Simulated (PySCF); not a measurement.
A side-by-side comparison of computed properties.

First species: n-BuOMe, C5H12O.
Structure used (PBE0-D3(BJ)/def2-SVP), in Å, numbered top down from 1:
```
atom  x, y, z in Å
C1    -2.714    1.155    0.041
C2    -1.675    0.046    0.002
C3    -0.246    0.565   -0.064
C4     0.788   -0.538   -0.100
O5     2.065    0.026   -0.158
C6     3.088   -0.914   -0.189
H7    -2.571    1.805    0.920
H8    -3.737    0.753    0.088
H9    -2.649    1.795   -0.853
H10   -1.867   -0.609   -0.867
H11   -1.790   -0.598    0.892
H12   -0.035    1.211    0.806
H13   -0.112    1.198   -0.958
H14    0.688   -1.185    0.798
H15    0.612   -1.196   -0.979
H16    4.046   -0.376   -0.230
H17    3.089   -1.562    0.712
H18    3.020   -1.576   -1.077
```

Second species: C₃H₁₃NSi₃.
Structure used (PBE0-D3(BJ)/def2-SVP), in Å, numbered top down from 1:
```
atom  x, y, z in Å
Si1    1.3030    1.3848   -1.1788
N2     1.0562    0.1355    0.0182
Si3    2.3430   -0.7824    0.7627
C4    -0.2970   -0.2281    0.4359
C5    -1.3390    0.9116    0.5711
Si6   -2.6600   -0.3982    0.1882
C7    -1.0815   -1.2071   -0.4818
H8     1.0502    2.7656   -0.6589
H9     0.3995    1.1884   -2.3574
H10    2.7226    1.2969   -1.6271
H11    2.1471   -2.2525    0.5504
H12    2.3731   -0.5575    2.2437
H13    3.6446   -0.3622    0.1695
H14   -0.2274   -0.7055    1.4331
H15   -1.2990    1.5055    1.4938
H16   -1.2812    1.6002   -0.2905
H17   -3.7636   -0.0501   -0.7556
H18   -3.2335   -1.0628    1.3970
H19   -0.8457   -2.2737   -0.3682
H20   -0.9407   -0.9220   -1.5383
```

Levels: PBE0/def2-SVPD for dipole moment, HOMO energy, LUMO energy, HOMO–LUMO gap, static isotropic polarisability and electronic spatial extent ⟨r²⟩ about the centre of nuclear charge; TDDFT PBE0/def2-SVPD for lowest singlet excitation; TDA PBE0/def2-SVPD for lowest triplet excitation (Tamm–Dancoff); ΔSCF PBE0/def2-SVPD for vertical ionisation energy; PBE0-D3(BJ)/def2-SVP for rotational constant A and rotational constant C. Geometries: PBE0-D3(BJ)/def2-SVP. Each structure is a single optimised conformer of the isolated species, non-relativistic unless stated. Electronic properties by PySCF.

The conformers computed, where there is a choice (atom-mapped SMILES and torsion angles):
- `[CH3:1][CH2:2][CH2:3][CH2:4][O:5][CH3:6]`: C1–C2–C3–C4 180°, C2–C3–C4–O5 180°, C3–C4–O5–C6 180°
- `[SiH3:1][N:2]([SiH3:3])[CH:4]1[CH2:5][SiH2:6][CH2:7]1`: Si1–N2–C4–C5 -38°

```json
{"property": "dipole moment", "column X": "1.13 D", "column Y": "0.63 D"}
{"property": "HOMO energy", "column X": "-7.41 eV", "column Y": "-6.89 eV"}
{"property": "LUMO energy", "column X": "0.80 eV", "column Y": "0.17 eV"}
{"property": "HOMO–LUMO gap", "column X": "8.21 eV", "column Y": "7.06 eV"}
{"property": "lowest singlet excitation", "column X": "6.98 eV", "column Y": "5.76 eV"}
{"property": "lowest triplet excitation (Tamm–Dancoff)", "column X": "6.79 eV", "column Y": "5.51 eV"}
{"property": "static isotropic polarisability", "column X": "70.0 au", "column Y": "123.4 au"}
{"property": "vertical ionisation energy", "column X": "9.63 eV", "column Y": "8.47 eV"}
{"property": "electronic spatial extent ⟨r²⟩ about the centre of nuclear charge", "column X": "1045 bohr²", "column Y": "1671 bohr²"}
{"property": "rotational constant A", "column X": "16.619 GHz", "column Y": "2.325 GHz"}
{"property": "rotational constant C", "column X": "1.174 GHz", "column Y": "0.735 GHz"}
```

(1) Which column belongs to which species?

(2) How does each property change from the first species to the second?

Results:

(1) Column X is the first species and column Y the second. The first has 18 atoms and 50 electrons, the second 20 and 80.

(2) dipole moment -0.50 D; HOMO energy +0.52 eV; LUMO energy -0.63 eV; HOMO–LUMO gap -1.15 eV; lowest singlet excitation -1.22 eV; lowest triplet excitation (Tamm–Dancoff) -1.28 eV; static isotropic polarisability +53.4 au; vertical ionisation energy -1.16 eV; electronic spatial extent ⟨r²⟩ about the centre of nuclear charge +626 bohr²; rotational constant A -14.294 GHz; rotational constant C -0.439 GHz.

On the first: No computed singlet falls in the visible range (750 to 380 nm, 1.65 to 3.26 eV); S1 lies 3.72 eV above its blue end. The dipole equals about 3.8 × 10⁻³⁰ C·m (1 D = 3.33564 × 10⁻³⁰ C·m).

On the second: In wavenumbers S1 is 46400 cm⁻¹ (1 eV = 8065.54 cm⁻¹). The vertical singlet–triplet gap S1 − T1 is 0.25 eV (TDDFT singlet less Tamm–Dancoff triplet; S1: HOMO→LUMO, weight 0.95; T1: HOMO→LUMO, weight 0.87).
